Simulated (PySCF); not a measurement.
Precursor series Sc Cl-F. All species are isolated molecules in the gas phase.

The HOMO from two functionals at the same geometries (PBE-D3(BJ)/def2-SVP), both in PySCF: PBE-D3(BJ)/def2-TZVP and B3LYP-D3(BJ)/def2-TZVP. B3LYP has the VWN-RPA correlation part, as in Gaussian. 

```
species                                 PBE-D3(BJ)/def2-TZVP (eV)  B3LYP-D3(BJ)/def2-TZVP (eV)
--------------------------------------  -------------------------  ---------------------------
0 of 3 Cl replaced by F                                     -7.88                        -8.97
1 of 3 Cl replaced by F ([Sc(Cl)2(F)])                      -7.89                        -9.02
2 of 3 Cl replaced by F ([Sc(Cl)(F)2])                      -7.82                        -9.00
3 of 3 Cl replaced by F ([Sc(F)3])                          -9.18                       -10.92
```

Over these rows, drawn at random from the members with no instability flagged (it was tested for open shells, ions and some series alone), PBE minus B3LYP-D3(BJ): mean +1.28 eV, from +1.09 eV to +1.74 eV.
